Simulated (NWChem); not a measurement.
System: SiH$_{2}$OBrCl; SMILES O[SiH](Cl)Br

NWChem printed, in part:

```
             Northwest Computational Chemistry Package (NWChem) 7.3.0
             --------------------------------------------------------

                             Geometry "geometry" -> ""
                             -------------------------

 Output coordinates in angstroms (scale by  1.889725989 to convert to a.u.)

  No.       Tag          Charge          X              Y              Z
 ---- ---------------- ---------- -------------- -------------- --------------
    1 Si                  14.0000    -0.51508000     0.57593000     0.43003200
    2 O                    8.0000    -1.93838500     0.86394600    -0.33562000
    3 Cl                  17.0000     0.91300500     1.94851500    -0.12867600
    4 Br                  35.0000     0.26214700    -1.44056100    -0.06482100
    5 H                    1.0000    -0.76814600     0.67196700     1.87857300
    6 H                    1.0000    -1.95982100     0.83859300    -1.29798600

 Effective nuclear repulsion energy (a.u.)     407.1978725674

  pbe96 is a nonlocal functional; adding pw91lda local functional.

                                 NWChem DFT Module
                                 -----------------

 Summary of "ao basis" -> "ao basis" (spherical)
 ------------------------------------------------------------------------------
       Tag                 Description            Shells   Functions and Types
 ---------------- ------------------------------  ------  ---------------------
 Si                         def2-svp                 8       18   4s3p1d
 O                          def2-svp                 6       14   3s2p1d
 Cl                         def2-svp                 8       18   4s3p1d
 Br                         def2-svp                12       32   5s4p3d
 H                          def2-svp                 3        5   2s1p

 in cosmo_initialize ...
 calling solv_data for solv:dmso

 solvent parameters
 solvname_short: dmso
 solvname_long:  dimethylsulfoxide
 dielec:       46.8260
 dielecinf:     2.0079
 nonaqueous SMD model solvent descriptors
 dielec:       46.8260
 sola:          0.0000
 solb:          0.8800
 solc:          0.0000
 solg:         61.7800
 solh:          0.0000
 soln:          1.4170

          ---------------
          -cosmo- solvent
          ---------------
 Cosmo: York-Karplus, doi: 10.1021/jp992097l
 dielectric constant -eps-     =  46.83
 screen = (eps-1)/(eps    )    =   0.97864
 surface charge correction     = lagrangian

   van der Waals surface
 --------------------------

 ---------- ATOMIC COORDINATES (A.U.) ------------ VDWR(ANG.) --
     1   -0.97336006    1.08834989    0.81264265     2.470
     2   -3.66301651    1.63262121   -0.63422984     2.294
     3    1.72532928    3.68215943   -0.24316238     2.380
     4    0.49538600   -2.72226556   -0.12249393     3.060
     5   -1.45158546    1.26983350    3.54998822     1.200
     6   -3.70352468    1.58471099   -2.45283788     1.200
 number of segments per atom =        128
 number of   points per atom =        128
 atom (   nspa,  nppa )
 ----------------------
    1 (     24,     0 )       0
    2 (     73,     0 )       0
    3 (     82,     0 )       0
    4 (     98,     0 )       0
    5 (     31,     0 )       0
    6 (      0,     0 )       0
 number of -cosmo- surface points =      308
 molecular surface =    177.272 angstrom**2
 molecular volume  =    197.890 angstrom**3
 -lineq- algorithm             =   0
 -bem- low  level              =   3
 -bem- from -octahedral-
 gaussian surface charge width =   4.50000
 degree of switching           =   1.00000
 switching function tolerance  =   0.00010
 atomic radii =
 --------------
    1 14.000  2.470
    2  8.000  2.294
    3 17.000  2.380
    4 35.000  3.060
    5  1.000  1.200
    6  1.000  1.200
 ...... end of -cosmo- initialization ......

 nat:                     6
 ixmem:                  2111
 calling mnsol_interface()
 G(SMD-CDS) energy (kcal/mol)  =    -2.185
 SMD-CDS SASA (angstrom**2)    =   141.604

            General Information
            -------------------
          SCF calculation type: DFT
          Wavefunction type:  closed shell.
          No. of atoms     :     6
          No. of electrons :    76
           Alpha electrons :    38
            Beta electrons :    38
          Charge           :     0
          Spin multiplicity:     1
          Use of symmetry is: off; symmetry adaption is: off
          Maximum number of iterations: 150
          AO basis - number of functions:    92
                     number of shells:    40
          Convergence on energy requested:  1.00D-06
          Convergence on density requested:  1.00D-05
          Convergence on gradient requested:  5.00D-04

              XC Information
              --------------
          PerdewBurkeErnzerhof Exchange Functional  1.000
            Perdew 1991 LDA Correlation Functional  1.000 local
           PerdewBurkeErnz. Correlation Functional  1.000 non-local

             Grid Information
             ----------------
          Grid used for XC integration:  medium
          Radial quadrature: Mura-Knowles
          Angular quadrature: Lebedev.
          Tag              B.-S. Rad. Rad. Pts. Rad. Cut. Ang. Pts.
          ---              ---------- --------- --------- ---------
          Si                  1.10       88           8.0       590
          O                   0.60       49           9.0       434
          Cl                  1.00       88          10.0       590
          Br                  1.15      112          10.0       590
          H                   0.35       45          10.0       434
          Grid pruning is: on
          Number of quadrature shells:   427
          Spatial weights used:  Erf1

      Superposition of Atomic Density Guess
      -------------------------------------

 Sum of atomic energies:       -3395.83758394

      Non-variational initial energy
      ------------------------------

 Total energy =   -3396.859489
 1-e energy   =   -5533.776901
 2-e energy   =    1729.719540
 HOMO         =      -0.388905
 LUMO         =       0.065474

   convergence    iter        energy       DeltaE   RMS-Dens  Diis-err
 ---------------- ----- ----------------- --------- --------- ---------
     COSMO gas phase
 d= 0,ls=0.0,diis     1  -3398.9039352982 -3.81D+03  1.90D-02  9.47D-01
 d= 0,ls=0.0,diis     2  -3398.7222773302  1.82D-01  1.31D-02  2.51D+00
 d= 0,ls=0.0,diis     3  -3398.9916037507 -2.69D-01  2.96D-03  1.06D-01
 d= 0,ls=0.0,diis     4  -3398.9979047500 -6.30D-03  1.76D-03  3.14D-02
 d= 0,ls=0.0,diis     5  -3399.0016412279 -3.74D-03  3.55D-04  1.06D-03
  Resetting Diis
 d= 0,ls=0.0,diis     6  -3399.0017981716 -1.57D-04  5.44D-05  1.35D-05
 d= 0,ls=0.0,diis     7  -3399.0018000320 -1.86D-06  4.18D-05  2.59D-06
 d= 0,ls=0.0,diis     8  -3399.0017996745  3.58D-07  2.49D-05  5.34D-06
 d= 0,ls=0.0,diis     9  -3399.0018004110 -7.37D-07  2.35D-06  9.84D-08

   convergence    iter        energy       DeltaE   RMS-Dens  Diis-err
 ---------------- ----- ----------------- --------- --------- ---------
     COSMO solvation phase
 d= 0,ls=0.0,diis     1  -3399.0092060100 -7.41D-03  9.30D-04  1.02D-03
 d= 0,ls=0.0,diis     2  -3399.0094417289 -2.36D-04  3.02D-04  4.99D-04
 d= 0,ls=0.0,diis     3  -3399.0095064443 -6.47D-05  1.19D-04  1.03D-04
 d= 0,ls=0.0,diis     4  -3399.0095192557 -1.28D-05  3.21D-05  1.01D-05
 d= 0,ls=0.0,diis     5  -3399.0095205224 -1.27D-06  8.82D-06  8.57D-07
 d= 0,ls=0.0,diis     6  -3399.0095205869 -6.45D-08  3.65D-06  2.37D-07

         Total DFT energy =    -3399.009520586902
      One electron energy =    -5535.000414521681
           Coulomb energy =     1878.078948223289
    Exchange-Corr. energy =     -149.103422261775
 Nuclear repulsion energy =      407.197872567423

             COSMO energy =       -0.182504594159

 Numeric. integr. density =       75.999996304347

                                COSMO-SMD solvation results
                                ---------------------------

             internal energy in gas <Psi(g)|H|Psi(g)> =     -3399.001800411020
         internal energy in solvent <Psi(s)|H|Psi(s)> =     -3399.001455153357
                               delta internal energy  =         0.000345257663 (    0.22 kcal/mol)
   total free energy in solvent <Psi(s)|H+V/2|Psi(s)> =     -3399.006039090144
 polarization energy contribution <Psi(s)|V/2|Psi(s)> =        -0.004583936787 (   -2.88 kcal/mol)
    total free energy in solvent including G(SMD-CDS) =     -3399.009520586902
                       G(SMD-CDS) energy contribution =        -0.003481496758 (   -2.18 kcal/mol)
     1 M fixed-concentration free energy of solvation =        -0.007720175882 (   -4.84 kcal/mol)

                       DFT Final Molecular Orbital Analysis
                       ------------------------------------

 Vector   36  Occ=2.000000D+00  E=-2.847818D-01
              MO Center=  2.3D-01,  1.2D+00,  7.5D-02, r^2= 3.8D+00
   Bfn.  Coefficient  Atom+Function         Bfn.  Coefficient  Atom+Function
  ----- ------------  ---------------      ----- ------------  ---------------
    45      0.466748  3 Cl pz                42      0.350306  3 Cl pz
    23      0.210115  2 O  py                44      0.206543  3 Cl py
    66      0.206807  4 Br py                39      0.203783  3 Cl pz
    63      0.190928  4 Br py                83     -0.179507  5 H  s
    41      0.153045  3 Cl py                26      0.146209  2 O  py

 Vector   37  Occ=2.000000D+00  E=-2.678889D-01
              MO Center=  1.3D-01, -1.1D+00,  1.5D-02, r^2= 2.4D+00
   Bfn.  Coefficient  Atom+Function         Bfn.  Coefficient  Atom+Function
  ----- ------------  ---------------      ----- ------------  ---------------
    67      0.550750  4 Br pz                64      0.492344  4 Br pz
    61     -0.327401  4 Br pz                66     -0.148939  4 Br py
    63     -0.127752  4 Br py                83     -0.112604  5 H  s
    23     -0.110356  2 O  py                58      0.106494  4 Br pz
    84     -0.093587  5 H  s                 44     -0.089546  3 Cl py

 Vector   38  Occ=2.000000D+00  E=-2.613815D-01
              MO Center=  8.4D-02, -5.3D-01, -1.0D-01, r^2= 3.9D+00
   Bfn.  Coefficient  Atom+Function         Bfn.  Coefficient  Atom+Function
  ----- ------------  ---------------      ----- ------------  ---------------
    65      0.480797  4 Br px                62      0.432896  4 Br px
    59     -0.286610  4 Br px                23     -0.240792  2 O  py
    44      0.230763  3 Cl py                26     -0.181063  2 O  py
    41      0.170339  3 Cl py                43     -0.170313  3 Cl px
    66      0.167573  4 Br py                63      0.153746  4 Br py

 Vector   39  Occ=0.000000D+00  E=-1.813167D-02
              MO Center=  2.8D-02,  9.9D-02,  2.4D-01, r^2= 3.8D+00
   Bfn.  Coefficient  Atom+Function         Bfn.  Coefficient  Atom+Function
  ----- ------------  ---------------      ----- ------------  ---------------
     3      0.777431  1 Si s                  4      0.652878  1 Si s
    66     -0.600154  4 Br py                11      0.445803  1 Si px
    44      0.383092  3 Cl py                84     -0.374248  5 H  s
     2      0.339316  1 Si s                 55     -0.338949  4 Br s
    12     -0.292410  1 Si py                54     -0.280812  4 Br s

 Vector   40  Occ=0.000000D+00  E= 5.350528D-03
              MO Center= -8.3D-01,  5.3D-01, -1.0D-01, r^2= 4.2D+00
   Bfn.  Coefficient  Atom+Function         Bfn.  Coefficient  Atom+Function
  ----- ------------  ---------------      ----- ------------  ---------------
    21      0.791556  2 O  s                 11      0.755713  1 Si px
    13      0.457609  1 Si pz                89     -0.442965  6 H  s
     4     -0.223580  1 Si s                  8      0.207010  1 Si px
    20      0.199739  2 O  s                 65     -0.195570  4 Br px
    45     -0.180837  3 Cl pz                25      0.172546  2 O  px

 Vector   41  Occ=0.000000D+00  E= 2.076334D-02
              MO Center= -5.3D-01,  6.5D-01,  4.8D-01, r^2= 3.6D+00
   Bfn.  Coefficient  Atom+Function         Bfn.  Coefficient  Atom+Function
  ----- ------------  ---------------      ----- ------------  ---------------
    12      1.058522  1 Si py                36     -0.472864  3 Cl s
    43      0.407944  3 Cl px                 9      0.377411  1 Si py
    11      0.327360  1 Si px                55      0.319529  4 Br s
    65     -0.276597  4 Br px                26     -0.244590  2 O  py
    66      0.240843  4 Br py                44      0.210988  3 Cl py

     Multipole analysis of the density
     ---------------------------------

     L   x y z        total         alpha         beta         nuclear
     -   - - -        -----         -----         ----         -------
     0   0 0 0     -0.000000    -38.000000    -38.000000     76.000000

     1   1 0 0     -0.395513      0.510831      0.510831     -1.417175
     1   0 1 0      0.085951      0.808061      0.808061     -1.530172
     1   0 0 1     -0.356042      0.332349      0.332349     -1.020739

     2   2 0 0    -37.587638   -116.605282   -116.605282    195.622926
     2   1 1 0     -0.653903      4.466006      4.466006     -9.585916
     2   1 0 1      2.103532     -0.041591     -0.041591      2.186714
     2   0 2 0    -38.253419   -285.075254   -285.075254    531.897089
     2   0 1 1     -0.549687     -0.859504     -0.859504      1.169322
     2   0 0 2    -33.724071    -33.168328    -33.168328     32.612585
```

Level: PBE/def2-SVP, SMD on the gas-phase geometry. All runs use the structure optimised with PBE0/def2-SVP. Solvent: dimethyl sulfoxide.

### Question
Which NWChem input produces such a log?

### Answer
One answer among several that fit: the input that was run:
```
start job
memory heap 200 mb stack 900 mb global 1100 mb
geometry units angstroms noautosym nocenter noautoz
  Si    -0.515080     0.575930     0.430032
  O     -1.938385     0.863946    -0.335620
  Cl     0.913005     1.948515    -0.128676
  Br     0.262147    -1.440561    -0.064821
  H     -0.768146     0.671967     1.878573
  H     -1.959821     0.838593    -1.297986
end
basis spherical
  * library def2-svp
end
dft
  xc xpbe96 cpbe96
  iterations 150
end
cosmo
  do_cosmo_smd true
  solvent dmso
end
task dft energy
```
